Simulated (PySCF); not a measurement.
**Sn(38+): ionisation energy**

Sn(38+) [Ne] 3s2 (1S) → Sn(39+) [Ne] 3s1 (2S), as a difference of total energies. Calculation: PySCF 2.14, in an even-tempered Gaussian basis (18 s from 6.9 bohr⁻², ratio 2.5; 12 p from 9 bohr⁻², ratio 2.5; 4 d from 33 bohr⁻², ratio 2.7; 4 f from 50 bohr⁻², ratio 2.7); the spin-free X2C one-electron Hamiltonian (Gaussian nucleus). Correlated levels: outer shells: 1s2 frozen; virtual orbitals above 40 to 60 times the deepest correlated orbital energy dropped. The calculations carry no spin-orbit coupling.

| method | ionisation energy (eV) |
| --- | --- |
| UHF | 2680.0 |
| MP2 (outer shells) | 2683.3 |
| SCS-MP2 (outer shells) | 2683.7 |
| CCSD (outer shells) | 2684.0 |
| CCSD(T) (outer shells) | 2684.0 |

Problem. How much does correlation contribute at CCSD(T) (outer shells)?

Solution. 2684.0 − (2680.0) = 4.0 eV, measured against UHF.

Breit and QED terms and the two-electron picture change are absent.

For comparison: 2687 ± 4 eV (semi-empirical (NIST evaluation); NIST Atomic Spectra Database, ionization energies).
